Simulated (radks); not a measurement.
Species: Al8+. Configuration: [He] 2p1 3p2 (not the ground configuration). Method: Dirac Kohn-Sham, BLYP, spin-unpolarised, spherical densities, finite nucleus; open shells fill j = l - 1/2 first; Fermi nuclear charge, rms radius 3.061 fm; computed with a radial shooting solver on a logarithmic mesh with Libxc functionals. Some entries of the table are withheld. Estimate them.

orbital  occ.  eigenvalue (eV)  <r> (bohr)  r(max) (bohr)
1s1/2       2        -1876.671         (1)            (2)
2p1/2       1        -343.2401      0.4517            (3)
2p3/2       0        -342.4409      0.4530            (4)
3p1/2       2        -133.6434       1.215          1.141
3p3/2       0        -133.4433       1.216          1.143

Answer. 
(1) 1s1/2 <r> (bohr): 0.1192
(2) 1s1/2 r(max) (bohr): 0.07810
(3) 2p1/2 r(max) (bohr): 0.3556
(4) 2p3/2 r(max) (bohr): 0.3566
